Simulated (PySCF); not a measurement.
A run for PySCF: R-HF/STO-3G on NiTe, 2S+1 = 1, a spin state set in the input, which need not be the lowest, a point of a bond scan (R = 2.269 Å).

```python
from pyscf import gto, scf, dft, mp
from pyscf.data.elements import chemcore

mol = gto.M(
    atom='''
    Ni    0.00000000    0.00000000    0.00000000
    Te    0.00000000    0.00000000    2.26904900
    ''',
    basis='sto-3g',
    charge=0, spin=0, verbose=3, max_memory=1800)
mf = scf.RHF(mol)
mf.conv_tol = 1e-8
mf.max_cycle = 100
mf.kernel()
if not mf.converged:
    mf = mf.newton().run(mf.mo_coeff, mf.mo_occ)
```

The log:

```
converged SCF energy = -8037.03937158043
```

Self-consistency was reached.

Cost: around 0.26 core-seconds (rough).
